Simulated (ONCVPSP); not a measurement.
## C, ONCV: configuration errors across variants

ONCVPSP 4.0.1 input, shortened (lines: element, Z, core and valence counts, functional; n l f; lmax; l rc ep ncon nbas qcut; lloc lpopt rc5 dvloc0; l nproj debl; icmod fcfact rcfact), PBE, scalar-relativistic:

```
  C 6.00    1    2        4      upf
    1    0    2.00
    2    0    2.00
    2    1    1.50
    1
    0    1.25    0.00    4    7    5.10
    1    2.00    0.00    4    7    7.50
    4    5    1.15    6.00
    0    2    3.80
    1    1    0.50
    0    0.00    0.00
```

All-electron excitation energies from the reference (eV): (1) 2s2 2p2 -3.963; (2) 2s2 2p1 6.898; (3) 2s2 2p0 31.054; (4) 2s1 2p2 15.652.

1 further variants failed, have other tests or too few solved ones, and are left out.

Errors AE − PS in meV (a dash: test not solved or not reliable):

```csv
change,(1),(2),(3),(4),bound ghosts,GHOST(+) flags above zero
base,+3.2,+9.7,+210,-14,none,none
s: rc 1.44,+3.5,+10,+217,-13,none,none
p: nbas 8,+3.2,+9.7,+210,-14,none,none
s: nproj 0; local potential the s channel,+3.8,+11,+222,-13,none,none
s: debl 4.35,+3.2,+9.7,+210,-14,none,none
s: qcut 3.3; p: qcut 4.8,+6.2,+18,+354,-36,none,none
```

Q: Give the same row for: p: rc 2.92.

A: +10, +28, +506, -64; bound ghosts: none; GHOST(+) flags above zero: none.
